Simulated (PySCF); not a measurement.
H₂B, SMILES `[BH2]` (charge 0, multiplicity 2)

Method: ωB97X-D3(BJ)/def2-TZVP // PBE0-D3(BJ)/def2-TZVP in PySCF.

```yaml
highest_occupied_spin_orbital: -8.51 eV
dipole_moment: 0.54 D
total_energy: -25.9587 Ha
cost: around 7 core-seconds (rough)
```

```xyz
3

B     -0.0002     0.3389     0.0000
H      1.0774    -0.1687     0.0000
H     -1.0772    -0.1702     0.0000
```
Charge 0, spin multiplicity 2.
